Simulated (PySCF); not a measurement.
**Ag¹¹⁺: ionisation energy**

Ag¹¹⁺ [Kr] → Ag¹²⁺ [Ar] 3d10 4s2 4p5 [4p1/2^2 4p3/2^3, M_J = 3/2], as a difference of total energies. Calculation: PySCF 2.14, in an uncontracted even-tempered set (18 s from 0.43 bohr⁻², ratio 2.8; 14 p from 0.55 bohr⁻², ratio 2.8; 9 d from 0.98 bohr⁻², ratio 2.8; 4 f from 4.9 bohr⁻², ratio 3); the two-component X2C-1e Hamiltonian. Correlated levels: [Ne] frozen; the 76 highest virtual spinors dropped. "Screened" scales the spin-orbit matrix elements by Boettger's factors to mimic the two-electron term; Breit and QED terms are absent.

```
                    method  ionisation energy (eV)
 GHF (screened spin-orbit)                  270.48
GMP2 (screened spin-orbit)                  271.52
```

Q: How much does correlation contribute at GMP2 (screened spin-orbit)?

A: 271.52 − (270.48) = 1.04 eV, measured against GHF (screened spin-orbit).

For comparison: 271.46 ± 0.12 eV (semi-empirical (NIST evaluation); NIST Atomic Spectra Database, ionization energies).
